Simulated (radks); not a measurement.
Q: All-electron atom: Ba2+ in [Kr] 4d9 5s2 5p6 6p1 (not the ground configuration). All-electron calculation, scalar-relativistic Kohn-Sham, PBE, spin-unpolarised, spherical densities, finite nucleus; Fermi nuclear charge, rms radius 4.8378 fm. Program: a radial shooting solver on a logarithmic mesh with Libxc functionals. Some entries of the table are withheld. Estimate them.

| orbital | occ. | eigenvalue (hartree) | r(max) (bohr) | <1/r> (bohr^-1) |
|---|---|---|---|---|
| 1s | 2 | -1370.284 | 0.01643 | 60.69 |
| 2s | 2 | -217.5668 | 0.09288 | 13.96 |
| 2p | 6 | -195.2227 | 0.07463 | 13.27 |
| 3s | 2 | -46.80105 | (1) | 5.045 |
| 3p | 6 | -39.63703 | 0.2605 | 4.786 |
| 3d | 10 | -29.23635 | 0.2151 | 4.537 |
| 4s | 2 | -9.98756 | 0.6235 | 2.096 |
| 4p | 6 | -7.66118 | 0.6513 | (2) |
| 4d | 9 | -4.27577 | 0.6899 | 1.680 |
| 5s | 2 | -1.97635 | 1.435 | 0.8415 |
| 5p | 6 | -1.37915 | 1.605 | 0.7287 |
| 6p | 1 | -0.41768 | 4.093 | 0.2871 |

A: 
(1) 3s r(max) (bohr): 0.2663
(2) 4p <1/r> (bohr^-1): 1.935
